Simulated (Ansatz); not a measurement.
A run for Ansatz (a quantum-chemistry and plane-wave program): U-PBE/def2-TZVPP on ClH2Si (SMILES [SiH2]Cl), 2S+1 = 2, atoms moved off the minimum.

Ansatz 0.2 input:
```yaml
crystal:
  periodic: [false, false, false]
  atoms:
    - {symbol: Si, position_ang: [-0.90801471, 0.01687067, 0.35979917]}
    - {symbol: Cl, position_ang: [1.02409378, -0.04356802, -0.26971517]}
    - {symbol: H, position_ang: [-1.61601780, 1.20107993, -0.23215653]}
    - {symbol: H, position_ang: [-1.63400668, -1.16396870, -0.21174655]}
basis:
  gaussian:
    orbitals: def2-TZVPP
hamiltonian:
  xc: {name: PBE}
magnetization: {spin_polarized: true, initial_magnetization: 1}
output: {forces: true}
```

Q: Predict the final total energy.

A: -750.5644 hartree.
